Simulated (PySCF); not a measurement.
SMILES [SiH2]([Ge]([Cl])([Cl])[Cl])[SiH](C)C (C2H9Cl3GeSi2) (GFN2-xTB optimised geometry):

```
17

Si    -0.482    -2.114    -1.626
C     -0.216    -2.578     0.200
C      1.192    -1.788    -2.471
Si    -1.756    -0.147    -1.719
Ge    -0.854     1.357     0.000
Cl     1.335     1.357     0.000
Cl    -1.321     0.749     2.042
Cl    -1.335     3.477     0.000
H     -1.190    -3.205    -2.326
H     -1.160    -2.750     0.711
H      0.384    -3.477     0.307
H      0.297    -1.776     0.726
H      1.711    -0.963    -1.988
H      1.842    -2.657    -2.421
H      1.068    -1.532    -3.519
H     -3.180    -0.174    -1.366
H     -1.686     0.698    -2.918
```

Level of theory: CAM-B3LYP/def2-SVP (PySCF 2.14.0).

Problem. What are the frontier orbital energies and the dipole moment?

Solution. HOMO-2 -10.07 eV, HOMO-1 -9.91 eV, HOMO -9.41 eV, LUMO -0.59 eV, LUMO+1 0.51 eV; dipole moment 4.31 D.

On the same geometry PySCF 2.14.0 with PBE/def2-SVP gives HOMO-2 -7.34 eV, HOMO-1 -7.16 eV, HOMO -7.05 eV, LUMO -2.49 eV, LUMO+1 -1.40 eV; dipole moment 4.00 D.

Meta-Löwdin charges at CAM-B3LYP/def2-SVP: Si1 0.59, C2 -0.53, C3 -0.53, Si4 0.18, Ge5 0.66, Cl6 -0.29, Cl7 -0.28, Cl8 -0.26, H9 -0.10, H10 0.12, H11 0.12, H12 0.12, H13 0.12, H14 0.12, H15 0.11, H16 -0.06, H17 -0.06.
